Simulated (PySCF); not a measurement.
These 2 structures share the formula C4H7PTe. Method: PBE0-D3(BJ)/def2-SVP geometry optimisation, gas phase, def2 core potentials past Kr (PySCF 2.14.0). Energies are electronic, without zero-point or thermal terms, for one conformer each. No frequencies were run at this level. Point groups hold within 0.08 Å.

Question: Order them by energy at this level, lowest first, and give relative energies in kJ/mol.
A. `[CH3:1][CH2:2][C:3]1=[CH:4][P@H:5]1=[Te:6]` with C1–C2–C3–C4 -123°
B. `[CH:1]#[C:2][CH2:3][P@H:4]([CH3:5])=[Te:6]` with C2–C3–P4–C5 -55°

Answer: B (0.0), A (6.4).

As drawn, the lower has a C≡C bond, which the higher lacks; the higher has a three-membered ring and a C=C bond outside aromatic rings, which the lower lacks. Neighbours under 10 kJ/mol apart (C#CC[P@H](C)=[Te] and CCC1=C[P@H]1=[Te]) can change places with a better method, another conformer or zero-point energy.

| SMILES | E (Eh) | E rel (kJ/mol) | dipole (D) | point group | A, B, C (MHz) |
| --- | --- | --- | --- | --- | --- |
| C#CC[P@H](C)=[Te] | -765.43610 | 0.0 | 4.52 | C1 | 4969, 629.8, 576.8 |
| CCC1=C[P@H]1=[Te] | -765.43365 | 6.4 | 5.04 | C1 | 3217, 761.1, 646.8 |
